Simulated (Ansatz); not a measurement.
Geometry optimisation, Ansatz 0.2.0, DFT PBE, scalar-relativistic, plane waves, PAW.

Input:

```yaml
crystal:
  lattice:
    - [5.048742, 0.0, 0.0]
    - [0.0, 5.048742, 0.0]
    - [0.0, 0.0, 15.1647]
  atoms:
    - { symbol: H, position: [0.42778688, 0.0, 0.06594262] }
    - { symbol: H, position: [0.07221316, 0.0, 0.06594262] }
    - { symbol: H, position: [0.92778692, 0.0, 0.06594262] }
    - { symbol: H, position: [0.5722132, 0.0, 0.06594262] }
    - { symbol: H, position: [0.42778688, 0.50000004, 0.06594262] }
    - { symbol: H, position: [0.07221316, 0.50000004, 0.06594262] }
    - { symbol: H, position: [0.92778692, 0.50000004, 0.06594262] }
    - { symbol: H, position: [0.5722132, 0.50000004, 0.06594262] }
    - { symbol: C, position: [0.25000002, 0.0, 0.1077964] }
    - { symbol: C, position: [0.75000006, 0.0, 0.1077964] }
    - { symbol: C, position: [0.25000002, 0.50000004, 0.1077964] }
    - { symbol: C, position: [0.75000006, 0.50000004, 0.1077964] }
    - { symbol: C, position: [0.25000002, 0.25000002, 0.16665018] }
    - { symbol: C, position: [0.75000006, 0.25000002, 0.16665018] }
    - { symbol: C, position: [0.25000002, 0.75000006, 0.16665018] }
    - { symbol: C, position: [0.75000006, 0.75000006, 0.16665018] }
    - { symbol: C, position: [0.0, 0.25000002, 0.22550397] }
    - { symbol: C, position: [0.50000004, 0.25000002, 0.22550397] }
    - { symbol: C, position: [0.0, 0.75000006, 0.22550397] }
    - { symbol: C, position: [0.50000004, 0.75000006, 0.22550397] }
    - { symbol: C, position: [0.0, 0.0, 0.28435775] }
    - { symbol: C, position: [0.50000004, 0.0, 0.28435775] }
    - { symbol: C, position: [0.0, 0.50000004, 0.28435775] }
    - { symbol: C, position: [0.50000004, 0.50000004, 0.28435775] }
    - { symbol: C, position: [0.25000002, 0.0969069, 0.34057383] }
    - { symbol: C, position: [0.75000006, 0.0969069, 0.34057383] }
    - { symbol: C, position: [0.25000002, 0.40309314, 0.31683449] }
    - { symbol: C, position: [0.75000006, 0.40309314, 0.31683449] }
    - { symbol: B, position: [0.8333334, 0.8333334, 0.39728448] }
    - { symbol: H, position: [0.91666674, 0.30103106, 0.34782752] }
    - { symbol: H, position: [0.81932775, 1.068614, 0.42224376] }
    - { symbol: H, position: [0.63657395, 0.70356885, 0.42224376] }
basis:
  ecutwfc: 420.0
kpoints:
  mp_grid: { grid: [3, 3, 1] }
hamiltonian:
  xc: pbe
  pseudopotentials: { kind: paw, azcp: { folder: soft_1 } }
scf:
  occupations: { method: gaussian, width: 0.02 }
  lower_state_search: "off"
relax:
  f_tol: 0.03
  max_steps: 60
  adjacent_minimum: "off"
  constraints: [{ sites: [0, 1, 2, 3, 4, 5, 6, 7, 8, 9, 10, 11, 12, 13, 14, 15] }]
```

Run as:

```bash
$ ansatz run input.yaml --threads 2 --pin off --max-ram 5120MiB --backend cpu --events-out ev --progress --plain --runs-dir out
```

Where does it end, and by what steps?

It converged. Limits of this set-up: thin slab, slab without dipole correction. After 19 steps the energy has fallen by 14.476 eV; H32 moved furthest, 1.65 Å.

```json
{"step": "0", "energy less start (eV)": "0.0000", "largest force component (eV/Å)": "5.626", "accepted": "yes"}
{"step": "1", "energy less start (eV)": "-3.3026", "largest force component (eV/Å)": "4.342", "accepted": "yes"}
{"step": "2", "energy less start (eV)": "-5.9355", "largest force component (eV/Å)": "4.266", "accepted": "yes"}
{"step": "3", "energy less start (eV)": "-7.9301", "largest force component (eV/Å)": "3.740", "accepted": "yes"}
{"step": "4", "energy less start (eV)": "-9.8906", "largest force component (eV/Å)": "3.635", "accepted": "yes"}
{"step": "5", "energy less start (eV)": "-11.7718", "largest force component (eV/Å)": "2.209", "accepted": "yes"}
{"step": "6", "energy less start (eV)": "-13.0029", "largest force component (eV/Å)": "1.309", "accepted": "yes"}
{"step": "7", "energy less start (eV)": "-13.7091", "largest force component (eV/Å)": "0.953", "accepted": "yes"}
{"step": "8", "energy less start (eV)": "-14.0732", "largest force component (eV/Å)": "1.166", "accepted": "yes"}
{"step": "9", "energy less start (eV)": "-14.2939", "largest force component (eV/Å)": "0.270", "accepted": "yes"}
{"step": "10", "energy less start (eV)": "-14.3782", "largest force component (eV/Å)": "0.256", "accepted": "yes"}
{"step": "11", "energy less start (eV)": "-14.4159", "largest force component (eV/Å)": "0.235", "accepted": "yes"}
{"step": "12", "energy less start (eV)": "-14.4438", "largest force component (eV/Å)": "0.210", "accepted": "yes"}
{"step": "13", "energy less start (eV)": "-14.4538", "largest force component (eV/Å)": "0.754", "accepted": "yes"}
{"step": "14", "energy less start (eV)": "-14.4717", "largest force component (eV/Å)": "0.164", "accepted": "yes"}
{"step": "15", "energy less start (eV)": "-14.4739", "largest force component (eV/Å)": "0.215", "accepted": "yes"}
{"step": "16", "energy less start (eV)": "-14.4716", "largest force component (eV/Å)": "0.257", "accepted": "no"}
{"step": "17", "energy less start (eV)": "-14.4751", "largest force component (eV/Å)": "0.110", "accepted": "yes"}
{"step": "18", "energy less start (eV)": "-14.4757", "largest force component (eV/Å)": "0.050", "accepted": "yes"}
{"step": "19", "energy less start (eV)": "-14.4763", "largest force component (eV/Å)": "0.018", "accepted": "yes"}
```

```xyz
32
Lattice="5.0487 0.0000 0.0000 0.0000 5.0487 0.0000 0.0000 0.0000 15.1647" Properties=species:S:1:pos:R:3
H 2.160 0.000 1.000
H 0.365 0.000 1.000
H 4.684 0.000 1.000
H 2.889 0.000 1.000
H 2.160 2.524 1.000
H 0.365 2.524 1.000
H 4.684 2.524 1.000
H 2.889 2.524 1.000
C 1.262 0.000 1.635
C 3.787 0.000 1.635
C 1.262 2.524 1.635
C 3.787 2.524 1.635
C 1.262 1.262 2.527
C 3.787 1.262 2.527
C 1.262 3.787 2.527
C 3.787 3.787 2.527
C -0.022 1.263 3.347
C 2.546 1.263 3.347
C 0.000 3.788 3.506
C 2.524 3.788 3.506
C -0.012 0.085 4.348
C 2.536 0.085 4.348
C -0.010 2.437 4.348
C 2.534 2.437 4.347
C 1.262 0.571 5.006
C 3.786 0.416 5.202
C 1.262 1.962 5.028
C 3.787 2.096 5.173
B 3.788 5.030 6.700
H 3.784 2.547 6.178
H 4.828 4.900 7.287
H 2.752 4.867 7.287
```

Run time: 97 s on 2 threads of Arm Neoverse V2, with other jobs on the host, peak memory 0.64 GiB.
